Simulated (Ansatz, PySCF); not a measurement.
Ways to break one bond of BBr (BH2Br) [bromoborane]:

A. BBr (BH2Br) -> [BH2] (BH2) + Br atom
B. BBr (BH2Br) -> [BH]Br + H atom

Quantity: bond dissociation energy (enthalpy at 298 K, with B3LYP-D3(BJ) rigid-rotor harmonic-oscillator terms), kJ/mol. Structures are relaxed separately at B3LYP-D3(BJ)/def2-TZVP in Ansatz (a program for electronic structure). Frequencies are from Ansatz or PySCF. Valence correlation only, unless marked. UHF or UKS for open shells. Spin-orbit coupling is left out. The frozen core is the preceding noble-gas configuration, with the filled d and f shells of earlier blocks. No relativistic terms. CBS marks a two-point X^-3 extrapolation of the correlation energy; Hartree-Fock from the larger set (for Q and 5 zeta extrapolated as (X+1)exp(-9√X)).

```json
[
 {"": "A", "BLYP/def2-TZVPD (Ansatz)": "441.2", "wB97X-V/def2-TZVPD (Ansatz)": "460.6", "SCS-MP2/def2-SVPD (Ansatz)": "438.5", "CCSD(T)/CBS(cc-pVQZ,cc-pV5Z) (Ansatz)": "(withheld)"},
 {"": "B", "BLYP/def2-TZVPD (Ansatz)": "421.2", "wB97X-V/def2-TZVPD (Ansatz)": "435.8", "SCS-MP2/def2-SVPD (Ansatz)": "422.1", "CCSD(T)/CBS(cc-pVQZ,cc-pV5Z) (Ansatz)": "(withheld)"}
]
```

Q: Some entries are withheld; supply them.

A: 
- A, CCSD(T)/CBS(cc-pVQZ,cc-pV5Z) (Ansatz): 461.2
- B, CCSD(T)/CBS(cc-pVQZ,cc-pV5Z) (Ansatz): 435.2
